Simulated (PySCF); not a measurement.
Spin states and ions at one geometry of HgH2

PySCF 2.14.0, RKS PBE0, Hg def2-SVP with ECP60, H def2-SVP; non-relativistic Hamiltonian with scalar-relativistic core potentials where named; density fitting; no spin-orbit coupling; singlets restricted, open shells unrestricted. The geometry is relaxed for charge 0, singlet, vacuum:

```xyz
3

Hg    0.0000    0.0000    0.0000
H     0.0000    0.0000    1.6562
H     0.0000    0.0000   -1.6562
```

Energies count from the relaxed state; an electron taken off or put on is at rest in vacuum. Charges and spins are Mulliken's.

```
                    state  energy (eV)  spin squared  charge on Hg1 (e)  spin on Hg1 (e)  dipole about the centre of mass (D)
charge 0, singlet, vacuum         0.00          0.00               0.27             0.00                                 0.00
charge 0, triplet, vacuum         5.92          2.02              -0.27             0.96                                 0.00
```

Question: What does the state charge +1, doublet, vacuum give?

Answer: energy (eV) 10.47, spin squared 0.78, charge on Hg1 (e) 0.65, spin on Hg1 (e) -0.06, dipole about the centre of mass (D) 0.00.

With an electron taken off (doublet) the charges change, summed by element, by Hg +0.38 e, H +0.62 e. The vertical ionisation energy is 10.47 eV, against −ε(HOMO) = 8.00 eV of the relaxed state. The level lies 2.5 eV too high, as is usual for semilocal functionals and global hybrids, which keep a self-interaction error.

Open shells may have lower solutions than those found.
